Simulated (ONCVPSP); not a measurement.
**What the settings do to the ONCV potential of gold (Au)**

Base potential:

```
Element                 : Au
Generator               : ONCVPSP 4.0.1
Type                    : optimised norm-conserving Vanderbilt (ONCV)
Functional              : LDA (Perdew-Wang 92)
Relativity              : scalar-relativistic
Frozen core             : [Kr] 4d10 4f14
Valence charge          : 19
Reference configuration : 5s2 5p6 5d10 6s1
Partial waves           : 5s+6s: rc 1.25 bohr, ncon 4, nbas 7, qcut 7.6 1/bohr, 2 projectors; 5p: rc 1.10 bohr, ncon 4, nbas 8, qcut 6.1 1/bohr, 2 projectors, debl 3 Ha; 5d: rc 2.15 bohr, ncon 4, nbas 8, qcut 8.8 1/bohr, 2 projectors, debl 3 Ha; f scattering state at 0.14 Ha: rc 1.80 bohr, ncon 5, nbas 9, qcut 7 1/bohr, 2 projectors, debl 2.9 Ha
Local potential         : polynomial inside 0.85 bohr (lpopt 5, dvloc0 4 Ha)
Core correction         : none
```

All-electron outer shells of the reference configuration (LDA (PZ), scalar-relativistic, ld1.x):

```json
{"shell": "5s", "level (eV)": "-108.78", "outermost node (bohr)": "0.48", "outermost maximum (bohr)": "0.84"}
{"shell": "4f", "level (eV)": "-81.59", "outermost node (bohr)": "–", "outermost maximum (bohr)": "0.37"}
{"shell": "5p", "level (eV)": "-60.06", "outermost node (bohr)": "0.52", "outermost maximum (bohr)": "0.96"}
{"shell": "5d", "level (eV)": "-7.12", "outermost node (bohr)": "0.56", "outermost maximum (bohr)": "1.21"}
{"shell": "6s", "level (eV)": "-6.09", "outermost node (bohr)": "1.11", "outermost maximum (bohr)": "2.32"}
```

Cutoffs, loose and tight: the cutoffs (Ha) at which the residual kinetic energy of the hardest occupied pseudo-wave falls to 1 and 0.1 mHa per electron. They do not see the model core or the augmentation charge, which bear on the density cutoff. Test errors are all-electron minus pseudo excitation energies from the reference, over the configurations 5s2 5p6 5d10 6s0; 5s2 5p6 5d9 6s0; 5s2 5p6 5d8 6s0; 5s2 5p6 5d10 6s0 6p1. A dash means not determined; rows that change the core or the reference have their own tests.

A true bound ghost makes a file unfit for plane-wave use even where its test errors are small: the radial tests pick states by their node count and pass the ghost by.

| change | outcome | cutoff, loose | cutoff, tight | bound ghosts | GHOST(+) flags above zero | largest test error (meV) |
| --- | --- | --- | --- | --- | --- | --- |
| base | generated | 158 Ha | 182 Ha | s | none | -13 |
| all radii scaled by about 1.33 (s 1.66, p 1.46, d 2.86, f 2.38 bohr); local potential polynomial inside 1.12 bohr (lpopt 5, dvloc0 4 Ha) | generated | 20 Ha | 84 Ha | none | s, f | +32 |
| functional LDA (Perdew-Zunger) | generated | 158 Ha | 182 Ha | s | none | -13 |
| s: rc 0.86 | failed: ERROR pspot: first pseudo wave function has node, program will stop | – | – | – | – | – |
| f: qcut 4.4 | failed: ERROR pspot: first pseudo wave function has node, program will stop | – | – | – | – | – |
| d: rc 2.42 | generated | 158 Ha | 182 Ha | s | d | -5.0 |
| f: qcut 9.2 | generated | 158 Ha | 182 Ha | s | none | -13 |
| local potential polynomial inside 0.85 bohr (lpopt 5, dvloc0 9.5 Ha) | generated | 158 Ha | 182 Ha | none | s, p | -15 |
| p: nbas 7 | generated | 114 Ha | 132 Ha | s | none | -13 |
| local potential polynomial inside 0.80 bohr (lpopt 5, dvloc0 1 Ha) | generated | 158 Ha | 182 Ha | s | p | -14 |

Task: What comes out with this change to the base: d: nproj 1?

Result: outcome: generated; cutoff, loose: 158 Ha; cutoff, tight: 182 Ha; bound ghosts: s; GHOST(+) flags above zero: none; largest test error (meV): -2.7.

Task: What comes out with this change to the base: core correction Teter function, fcfact 5.25, rcfact 1.45?

Result: outcome: generated; cutoff, loose: 158 Ha; cutoff, tight: 182 Ha; bound ghosts: s; GHOST(+) flags above zero: none; largest test error (meV): -18.
